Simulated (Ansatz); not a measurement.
Start from `BBBr` and change one atom or group to get `BBC`.

Ansatz, PBE0-D4/def2-TZVP geometries, multiplicity 1. 

Scalar relativity is left out up to krypton.

```json
{"property": "HOMO–LUMO gap (ωB97M-V/def2-TZVPP) / eV", "`BBBr`": "10.01"}
{"property": "ideal-gas entropy at 298 K and 1 bar (rigid rotor, harmonic PBE0-D4/def2-TZVP) / J/(mol·K)", "`BBBr`": "293"}
{"property": "HOMO–LUMO gap (PBE0/def2-TZVPP) / eV", "`BBBr`": "5.86"}
{"property": "LUMO energy (PBE0/def2-TZVPP) / eV", "`BBBr`": "-2.07"}
{"property": "HOMO energy (PBE/def2-TZVPP) / eV", "`BBBr`": "-6.68"}
{"property": "LUMO energy (B3LYP/def2-TZVPP) / eV", "`BBBr`": "-2.28"}
```

**Question.** Give the same properties after the change, and the shifts. (Best estimate.)

**Answer.** The calculation gave: 
| property | `BBC` | shift |
| --- | --- | --- |
| HOMO–LUMO gap (ωB97M-V/def2-TZVPP) / eV | 10.65 | 0.64 |
| ideal-gas entropy at 298 K and 1 bar (rigid rotor, harmonic PBE0-D4/def2-TZVP) / J/(mol·K) | 291 | -2 |
| HOMO–LUMO gap (PBE0/def2-TZVPP) / eV | 6.46 | 0.60 |
| LUMO energy (PBE0/def2-TZVPP) / eV | -1.55 | 0.52 |
| HOMO energy (PBE/def2-TZVPP) / eV | -6.68 | 0.00 |
| LUMO energy (B3LYP/def2-TZVPP) / eV | -1.78 | 0.50 |

With PBE0 the HOMO falls by 0.08 eV and the LUMO rises by 0.52 eV, so the gap widens by about 0.60 eV. PBE moves the HOMO by 0.00 eV and ωB97M-V by -0.16 eV. The zero-point energy changes by 91.7 kJ/mol with +9 modes.

B3LYP here is the variant with VWN-RPA as its local correlation; programs differ in this.

Spin–orbit coupling is left out; it splits and shifts lone-pair levels of the heavy atoms by tenths of an eV.
